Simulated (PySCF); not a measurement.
SMILES C(=C/C)/SC (GFN2-xTB optimised geometry):

```
13

C      1.708    -1.862     0.000
C      0.219    -1.862     0.000
C     -0.542    -0.777     0.000
S      0.073     0.875     0.003
C     -1.505     1.774    -0.028
H      2.088    -0.843    -0.008
H      2.086    -2.390    -0.876
H      2.087    -2.375     0.884
H     -0.263    -2.832     0.000
H     -1.619    -0.831     0.000
H     -2.088     1.521     0.853
H     -1.262     2.832    -0.019
H     -2.049     1.527    -0.936
```

Computed with B3LYP/def2-TZVP in PySCF.

Question: What are the frontier orbital energies and the dipole moment?

Answer: HOMO-2 -8.49 eV, HOMO-1 -8.28 eV, HOMO -5.66 eV, LUMO 0.23 eV, LUMO+1 0.58 eV; dipole moment 1.19 D.

Meta-Löwdin charges at B3LYP/def2-TZVP: C1 -0.33, C2 -0.13, C3 -0.23, S4 0.11, C5 -0.39, H6 0.12, H7 0.12, H8 0.12, H9 0.11, H10 0.12, H11 0.12, H12 0.14, H13 0.12.
